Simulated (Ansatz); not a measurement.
Frontier orbitals of CH$_{5}$F$_{3}$InN, SMILES `C[NH2+][In-]([F])([F])[F]`.

Charge 0, multiplicity 1. Correlated methods include outer-core shells of In, which these sets cover unevenly. In: def2 effective core potential. The structure was optimised at the PBE0-D4/def2-TZVP level. It is one conformer, not always the lowest. Basis def2-TZVPP, Ansatz 0.2.0.

```tsv
functional	HOMO (eV)	LUMO (eV)	gap (eV)
LDA (SPW92)	-8.24	-2.96	5.28
PBE	-7.98	-2.58	5.40
revPBE	-7.88	-2.42	5.46
PBE0	-9.81	-1.63	8.18
B3LYP	-9.55	-2.01	7.54
r2SCAN0	-10.09	-1.45	8.64
BHLYP	-11.45	-0.81	10.64
ωB97X-V	-12.28	0.50	12.78
ωB97M-V	-12.20	0.24	12.44
```

A quarter of exact exchange (PBE0) shifts PBE's HOMO by −1.82 eV and its LUMO by +0.95 eV; full exchange at long range (ωB97M-V) shifts them by −4.22 and +2.83 eV. The gap opens from 5.40 to 12.45 eV, since occupied levels lose self-interaction and empty ones feel all the electrons. A positive LUMO is unbound and depends on the basis.

B3LYP here is the variant with VWN-RPA as its local correlation; programs differ in this.
